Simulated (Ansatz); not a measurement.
Reaction (cleavage of the B–Ga bond): `C[BH][Ga]([NH2])[OH]` + `CNC` → `CBN(C)C` + `[NH2][GaH][OH]`

Isolated molecules relaxed with PBE0-D4/def2-TZVP in Ansatz; ΔE leaves out vibrations. CBS: MP2 limit from def2 TZ/QZ plus the TZ coupled-cluster correction, frozen cores. Functionals use def2-TZVPP. B3LYP here is the variant with VWN-RPA as its local correlation; programs differ in this. HSE06 is defined as in plane-wave codes. For Ga outer-core shells are correlated without core-valence functions, which leaves a few kJ/mol of doubt a bond. Scalar relativity is left out up to krypton. Each species was taken in one conformer, which may not be the lowest.

```json
{"level": "LDA (SPW92)", "ΔE (kcal/mol)": "-44.1", "difference from CCSD(T)/CBS": "-4.8"}
{"level": "PBE-D4", "ΔE (kcal/mol)": "-38.9", "difference from CCSD(T)/CBS": "0.4"}
{"level": "revPBE-D4", "ΔE (kcal/mol)": "-38.8", "difference from CCSD(T)/CBS": "0.5"}
{"level": "BLYP-D4", "ΔE (kcal/mol)": "-39.4", "difference from CCSD(T)/CBS": "-0.1"}
{"level": "r2SCAN-D4", "ΔE (kcal/mol)": "-40.0", "difference from CCSD(T)/CBS": "-0.7"}
{"level": "B97M-V", "ΔE (kcal/mol)": "-41.0", "difference from CCSD(T)/CBS": "-1.7"}
{"level": "PBE0-D4", "ΔE (kcal/mol)": "-39.2", "difference from CCSD(T)/CBS": "0.1"}
{"level": "B3LYP-D4", "ΔE (kcal/mol)": "-39.7", "difference from CCSD(T)/CBS": "-0.4"}
{"level": "r2SCANh-D4", "ΔE (kcal/mol)": "-40.1", "difference from CCSD(T)/CBS": "-0.8"}
{"level": "r2SCAN0-D4", "ΔE (kcal/mol)": "-40.2", "difference from CCSD(T)/CBS": "-0.9"}
{"level": "HSE06-D4", "ΔE (kcal/mol)": "-39.2", "difference from CCSD(T)/CBS": "0.1"}
{"level": "CAM-B3LYP-D4", "ΔE (kcal/mol)": "-41.0", "difference from CCSD(T)/CBS": "-1.7"}
{"level": "ωB97X-V", "ΔE (kcal/mol)": "-39.4", "difference from CCSD(T)/CBS": "-0.1"}
{"level": "ωB97M-V", "ΔE (kcal/mol)": "-40.4", "difference from CCSD(T)/CBS": "-1.1"}
{"level": "PBE-QIDH", "ΔE (kcal/mol)": "-40.3", "difference from CCSD(T)/CBS": "-1.0"}
{"level": "PBE", "ΔE (kcal/mol)": "-38.3", "difference from CCSD(T)/CBS": "1.0"}
{"level": "revPBE", "ΔE (kcal/mol)": "-36.1", "difference from CCSD(T)/CBS": "3.2"}
{"level": "BLYP", "ΔE (kcal/mol)": "-38.0", "difference from CCSD(T)/CBS": "1.3"}
{"level": "r2SCAN", "ΔE (kcal/mol)": "-39.9", "difference from CCSD(T)/CBS": "-0.6"}
{"level": "PBE0", "ΔE (kcal/mol)": "-38.7", "difference from CCSD(T)/CBS": "0.6"}
{"level": "r2SCANh", "ΔE (kcal/mol)": "-39.9", "difference from CCSD(T)/CBS": "-0.6"}
{"level": "r2SCAN0", "ΔE (kcal/mol)": "-40.0", "difference from CCSD(T)/CBS": "-0.7"}
{"level": "HSE06", "ΔE (kcal/mol)": "-38.8", "difference from CCSD(T)/CBS": "0.5"}
{"level": "BHLYP", "ΔE (kcal/mol)": "-39.6", "difference from CCSD(T)/CBS": "-0.3"}
{"level": "CAM-B3LYP", "ΔE (kcal/mol)": "-40.6", "difference from CCSD(T)/CBS": "-1.3"}
{"level": "LC-ωPBE", "ΔE (kcal/mol)": "-39.4", "difference from CCSD(T)/CBS": "-0.1"}
{"level": "RPA@PBE/def2-TZVPP", "ΔE (kcal/mol)": "-39.3", "difference from CCSD(T)/CBS": "0.0"}
{"level": "HF/def2-SVP", "ΔE (kcal/mol)": "-39.9", "difference from CCSD(T)/CBS": "-0.6"}
{"level": "MP2/def2-SVP", "ΔE (kcal/mol)": "-45.5", "difference from CCSD(T)/CBS": "-6.2"}
{"level": "CCSD/def2-SVP", "ΔE (kcal/mol)": "-43.5", "difference from CCSD(T)/CBS": "-4.2"}
{"level": "CCSD(T)/def2-SVP", "ΔE (kcal/mol)": "-44.3", "difference from CCSD(T)/CBS": "-5.0"}
{"level": "HF/def2-TZVPP", "ΔE (kcal/mol)": "-38.1", "difference from CCSD(T)/CBS": "1.2"}
{"level": "SCS-MP2/def2-TZVPP", "ΔE (kcal/mol)": "-40.7", "difference from CCSD(T)/CBS": "-1.4"}
{"level": "CCSD/def2-TZVPP", "ΔE (kcal/mol)": "-39.6", "difference from CCSD(T)/CBS": "-0.3"}
{"level": "CCSD(T)/def2-TZVPP", "ΔE (kcal/mol)": "-40.3", "difference from CCSD(T)/CBS": "-1.0"}
{"level": "HF/def2-QZVPP", "ΔE (kcal/mol)": "-38.3", "difference from CCSD(T)/CBS": "1.0"}
{"level": "SCS-MP2/def2-QZVPP", "ΔE (kcal/mol)": "-40.3", "difference from CCSD(T)/CBS": "-1.0"}
{"level": "HF/CBS(def2)", "ΔE (kcal/mol)": "-38.3", "difference from CCSD(T)/CBS": "1.0"}
{"level": "MP2/CBS(def2)", "ΔE (kcal/mol)": "-40.6", "difference from CCSD(T)/CBS": "-1.3"}
{"level": "CCSD/CBS(def2)", "ΔE (kcal/mol)": "-38.6", "difference from CCSD(T)/CBS": "0.7"}
{"level": "CCSD(T)/CBS", "ΔE (kcal/mol)": "-39.3", "difference from CCSD(T)/CBS": "0"}
```

(1) What do rigid-rotor, harmonic-oscillator terms from PBE0-D4/def2-TZVP frequencies (298.15 K, 1 bar) make of the CCSD(T)/CBS value? (An estimate is asked.)

Largest T1 diagnostic among the species: 0.014.

## Answers

(1) Computed: ΔZPE = -0.5 kcal/mol, ΔH = -40.4 kcal/mol, ΔS = -29 J/(mol·K), ΔG = -38.3 kcal/mol. Modes under 50 cm⁻¹ make the entropy rough.

The D4 term adds −0.9 kcal/mol with B3LYP and −0.5 kcal/mol with PBE0; it sums over pairs of atoms, weighted by their polarisabilities, and B3LYP, whose exchange is more repulsive, gets the larger term. Leaving LDA and LC-ωPBE aside and taking each functional with its dispersion term where it has one, the values spread over 2.3 kcal/mol, from CAM-B3LYP-D4 to revPBE-D4. LDA lies −5.7 kcal/mol from PBE without D4. In def2-TZVPP, CCSD(T) changes the Hartree–Fock value by −2.3 kcal/mol (the triples alone add −0.7 kcal/mol) and MP2 by −3.6 kcal/mol.
